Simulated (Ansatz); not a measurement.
Br₂F₂Hf (`[F][Hf]([F])([Br])[Br]`). Charge 0, multiplicity 1. Hf: def2 effective core potential. The structure was optimised at the PBE0-D4/def2-TZVP level.

```xyz
5

F    -1.117   -1.312    0.925
Hf    0.028   -0.111    0.036
F     1.694   -0.957   -0.198
Br   -0.931    0.452   -2.187
Br    0.326    1.928    1.425
```

(1) What is the dipole moment at B3LYP/def2-TZVPP? (Estimate.)

(2) And with PBE, r2SCAN, ωB97M-V? (Estimate.)

(3) Give the Mulliken charges with B3LYP, r2SCAN, PBE in def2-TZVPP. (Best estimate.)

Answers

(1) The calculation gave: 0.17 D, with components (-0.04, 0.16, -0.05) D in this frame, pointing from negative to positive charge.

(2) Computed: PBE 0.11 D, r2SCAN 0.06 D, ωB97M-V 0.03 D.

(3) Ansatz gave: 
| atom | B3LYP | r2SCAN | PBE |
| --- | --- | --- | --- |
| F1 | -0.31 | -0.31 | -0.26 |
| Hf2 | 1.06 | 1.06 | 0.92 |
| F3 | -0.31 | -0.31 | -0.26 |
| Br4 | -0.22 | -0.22 | -0.20 |
| Br5 | -0.22 | -0.22 | -0.20 |

B3LYP here is the variant with VWN-RPA as its local correlation; programs differ in this.
